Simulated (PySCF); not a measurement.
Trend along the third period: MPb cations

CCSD(T) with double-zeta basis sets in PySCF, for the lowest determinant that a PBE0 search found; no spin–orbit coupling. De refers to high-spin ground-configuration atoms (the charge goes to the atom of lower measured ionisation energy or higher electron affinity, which is not always the lowest computed limit).

```tsv
M	basis	reference, frozen orbitals	charged atom	state (unpaired electrons)	Re (Å)	ωe (cm⁻¹)	De (eV)
Na	cc-pVDZ/cc-pVDZ-PP	UHF, 5	Na+	triplet (σ ↑, π ↑)	3.471	108	n/a
Mg	def2-SVP	ROHF, 5	Pb+	doublet (π ↑)	3.070	173	n/a
Al	def2-SVP	UHF, 9	Al+	triplet (σ ↑, π ↑)	3.118	144	n/a
Si	def2-SVP	UHF, 9	Pb+	quartet (σ ↑, π ↑↑)	2.649	276	n/a
P	def2-SVP	UHF, 9	Pb+	triplet (π ↑↑)	2.655	276	n/a
S	def2-SVP	UHF, 9	Pb+	doublet (π ↑)	2.511	338	n/a
Cl	def2-SVP	RHF, 9	Pb+	singlet (closed shell)	2.398	385	n/a
```

The shortest bond is that of PbCl⁺ (2.398 Å), the longest that of NaPb⁺ (3.471 Å).

The rows differ in basis set, which adds steps of its own.

The state changes along the series, so neighbouring rows are not always alike in their bonding.

Correlated steps freeze the inner cores (5 to 9 orbitals); shallow outer-core shells are correlated. UHF and ROHF references stand side by side, which adds small steps between rows. These are scalar-relativistic numbers at best; spin–orbit coupling would shift them, the dissociation energy most. States were picked by a PBE0 search and need not be the measured ground states.
